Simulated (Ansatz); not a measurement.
Species: CH6BN2, charge 0, multiplicity 2. It need not be the lowest isomer of its formula. SMILES: NB([CH2])N
Geometry from a B3LYP-D3(BJ)/def2-TZVP (Ansatz, an electronic-structure program) optimisation:
```
B
N 1 1.4230
H 2 1.0037 1 122.20
H 2 1.0050 3 113.50 1 180.00
N 1 1.4230 2 120.70 3 180.00
H 5 1.0037 1 122.20 2 -180.00
H 5 1.0050 6 113.50 1 -180.00
C 1 1.5426 2 119.65 3 0.00
H 8 1.0849 1 123.02 2 0.00
H 8 1.0849 9 113.97 1 -180.00
```
Charge 0, spin multiplicity 2.

Parts of the frozen-core correlation energy in cc-pwCVTZ (Ansatz, hartree). Frozen orbitals: 4; correlated occupied orbitals by spin: 12 and 11; virtual: 240 and 241. UHF or UKS for open shells. No spin-orbit coupling. No relativistic terms.

```
term                            value
-------------------------  ----------
reference (HF)             -175.07167
MP2 opposite-spin            -0.52150
MP2 same-spin                -0.15977
CCSD correlation             -0.71537
(T)                          -0.02748
T1 diagnostic                   0.013
largest doubles amplitude       0.023
<S^2> of the reference          0.761
```
